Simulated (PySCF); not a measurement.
Molfile (atoms numbered from 1):
```
C7H13Al
     RDKit          3D

 21 21  0  0  0  0  0  0  0  0999 V2000
   -1.6181   -1.3318   -1.1044 C   0  0  0  0  0  0  0  0  0  0  0  0
   -1.3980   -0.3379   -0.2343 C   0  0  0  0  0  0  0  0  0  0  0  0
   -2.5252    0.5171    0.2680 C   0  0  0  0  0  0  0  0  0  0  0  0
   -0.0268    0.0145    0.2990 C   0  0  1  0  0  0  0  0  0  0  0  0
    1.0726   -1.0166   -0.0110 C   0  0  0  0  0  0  0  0  0  0  0  0
    2.4278   -0.5905    0.5822 C   0  0  0  0  0  0  0  0  0  0  0  0
    2.3583    1.3454    0.2519 Al  0  0  0  0  0  3  0  0  0  0  0  0
    0.4351    1.4275   -0.1506 C   0  0  0  0  0  0  0  0  0  0  0  0
   -2.6261   -1.5401   -1.4742 H   0  0  0  0  0  0  0  0  0  0  0  0
   -0.8162   -1.9702   -1.4802 H   0  0  0  0  0  0  0  0  0  0  0  0
   -2.5750    0.4924    1.3701 H   0  0  0  0  0  0  0  0  0  0  0  0
   -3.4950    0.1850   -0.1276 H   0  0  0  0  0  0  0  0  0  0  0  0
   -2.3826    1.5723   -0.0159 H   0  0  0  0  0  0  0  0  0  0  0  0
   -0.1250    0.0464    1.4042 H   0  0  0  0  0  0  0  0  0  0  0  0
    1.1688   -1.0990   -1.1095 H   0  0  0  0  0  0  0  0  0  0  0  0
    0.7562   -2.0130    0.3419 H   0  0  0  0  0  0  0  0  0  0  0  0
    2.4459   -0.7832    1.6726 H   0  0  0  0  0  0  0  0  0  0  0  0
    3.2709   -1.1610    0.1624 H   0  0  0  0  0  0  0  0  0  0  0  0
    3.4695    2.4857    0.2918 H   0  0  0  0  0  0  0  0  0  0  0  0
    0.2708    1.5343   -1.2409 H   0  0  0  0  0  0  0  0  0  0  0  0
   -0.1417    2.2371    0.3235 H   0  0  0  0  0  0  0  0  0  0  0  0
  1  2  2  0
  2  3  1  0
  2  4  1  0
  4  5  1  0
  5  6  1  0
  6  7  1  0
  7  8  1  0
  8  4  1  0
  1  9  1  0
  1 10  1  0
  3 11  1  0
  3 12  1  0
  3 13  1  0
  4 14  1  1
  5 15  1  0
  5 16  1  0
  6 17  1  0
  6 18  1  0
  7 19  1  0
  8 20  1  0
  8 21  1  0
M  END
```

Geometry: PBE0-D3(BJ)/def2-SVP; GIAO shifts from PySCF 2.14.0 with density-fitted response routines, gas phase, non-relativistic, averaged over equivalent atoms.

At HF/pcSseg-1 (208 basis functions, 12 s wall time on 1 thread of an Intel Xeon 6975P-C, shared host):
```
      atoms  δ (ppm)
         C2    162.1
         C1    111.9
         C4     40.5
         C5     29.1
         C3     23.8
         C8     14.7
         C6      8.2
        Al7    212.0
        H19     5.23
         H9     4.92
        H10     4.80
        H16     2.00
H11/H12/H13     1.87
        H14     0.99
        H15     0.88
        H21     0.66
        H18     0.52
        H17    -0.17
        H20    -0.78
```

Scale: ¹³C (σ = 190.85 ppm) and ¹H (σ = 31.69 ppm) vs TMS; ²⁷Al (σ = 516.24 ppm) vs AlH4- (reference shieldings calculated alike).

Q: What do these become at PBE0/pcSseg-1?

A: 
```
      atoms  δ at PBE0/pcSseg-1  change
         C2               162.0    -0.1
         C1               112.3    +0.4
         C4                48.2    +7.7
         C5                33.4    +4.3
         C3                26.3    +2.5
         C8                20.7    +6.0
         C6                13.7    +5.5
        Al7               250.2   +38.2
        H19                5.90   +0.67
         H9                4.97   +0.05
        H10                4.89   +0.09
        H16                2.20   +0.20
H11/H12/H13                1.92   +0.05
        H14                1.48   +0.49
        H15                1.10   +0.22
        H21                1.07   +0.41
        H18                0.87   +0.35
        H17                0.09   +0.26
        H20               -0.48   +0.30
```

References, each an isolated molecule treated in the same way: ¹³C (184.41 ppm), ¹H (31.27 ppm) against TMS; AlH4- for ²⁷Al (489.28 ppm).

The largest change is at Al7 (aluminium bonded to 2 C, H, in a 5-membered ring). Cost: 208 basis functions, 26 s wall time on 1 thread of an Intel Xeon 6975P-C, shared host. The order of the carbon signals is the same at both levels.
